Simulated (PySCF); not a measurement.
Ga(H)(Me)2 (C2H7Ga), SMILES [CH3][GaH][CH3]. Atoms are numbered in the order given.

```xyz
10

Ga    -0.0002    -0.3280     0.0000
H      0.0016    -1.9094     0.0000
C      0.0000     0.6147     1.7302
H      0.8889     0.3287     2.3166
H     -0.0099     1.7092     1.6233
H     -0.8768     0.3130     2.3269
C      0.0000     0.6147    -1.7302
H      0.8889     0.3287    -2.3166
H     -0.8768     0.3130    -2.3269
H     -0.0099     1.7092    -1.6233
```

Geometry: PBE0-D3(BJ)/def2-SVP. The structure was generated by enumeration; whether it is a known compound was not checked.

Calculation: TDA-PBE/def2-SVPD (PySCF).

Vertical excitations. The molecule is in vacuum. State labels are in the subgroup Cs.

Computed UV-visible absorptions:
| state | symmetry | energy (eV) | λ (nm) | f | main pairs |
|---|---|---|---|---|---|
| S1 | A" | 4.85 | 256 | 0.000 | HOMO→LUMO 100 % |
| S2 | A' | 4.97 | 250 | 0.002 | HOMO−1→LUMO 100 % |
| S3 | A" | 6.26 | 198 | 0.070 | HOMO→LUMO+1 96 % |
| S4 | A' | 6.38 | 194 | 0.004 | HOMO−1→LUMO+1 96 % |
| S5 | A' | 7.06 | 176 | 0.021 | HOMO→LUMO+2 98 % |
| S6 | A" | 7.14 | 174 | 0.079 | HOMO−1→LUMO+2 95 % |
| S7 | A" | 7.46 | 166 | 0.086 | HOMO→LUMO+3 68 %, HOMO−2→LUMO 25 % |
| S8 | A" | 7.59 | 163 | 0.000 | HOMO−3→LUMO 100 % |
| S9 | A' | 7.62 | 163 | 0.268 | HOMO−1→LUMO+3 85 % |
| S10 | A' | 7.89 | 157 | 0.002 | HOMO−5→LUMO 98 % |
| T1 | A" | 4.54 | 273 | 0 | HOMO→LUMO 100 % |
| T2 | A' | 4.57 | 271 | 0 | HOMO−1→LUMO 100 % |
| T3 | A" | 5.99 | 207 | 0 | HOMO→LUMO+1 98 % |
| T4 | A' | 6.07 | 204 | 0 | HOMO−1→LUMO+1 97 % |
Triplets are in the Tamm–Dancoff approximation.
